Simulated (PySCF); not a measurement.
BeSb and its ions

UHF; PySCF, spin-free X2C with a Gaussian nucleus, basis sets Be x2c-SVPall, Sb x2c-SVPall. Neutral (UHF): quartet (σ ↑, π ↑↑), Re = 2.431 Å, ωe = 450 cm⁻¹, De = 0.66 eV, HOMO -7.82 eV, LUMO 0.43 eV.

BeSb⁺ (ROHF): triplet (π ↑↑), Re = 2.420 Å, ωe = 408 cm⁻¹, De = 1.96 eV to Be + Sb⁺. The energies at the minima are -6491.83642 hartree for BeSb and -6491.56534 for BeSb⁺.

Task: Work out the adiabatic ionisation energy, without and with harmonic zero-point energies (1 hartree = 27.2114 eV, 1 eV = 8065.5 cm⁻¹), and the change of the bond length.

Result: At HF: 0.27108 hartree = 7.376 eV between the minima; the zero-point term (408.0 − 450.0)/2 cm⁻¹ = -0.003 eV makes it 7.374 eV. Re changes by -1.1 pm against the neutral. The electron leaves a σ orbital, and the small change of length marks it as nearly non-bonding.

UHF and ROHF references stand side by side, which adds small steps between rows. These are scalar-relativistic numbers at best; spin–orbit coupling would shift them, the dissociation energy most. For an ion De counts to the pair picked by the measured ionisation energies or electron affinities, which need not be the lowest pair at this level. Hartree–Fock leaves out correlation, which carries a large part of most bond energies and some tenths to 1 eV of ionisation energies. States were picked by a PBE0 search and need not be the measured ground states.

Neutral and ion stand on different kinds of reference determinant, which adds to the error of the difference.
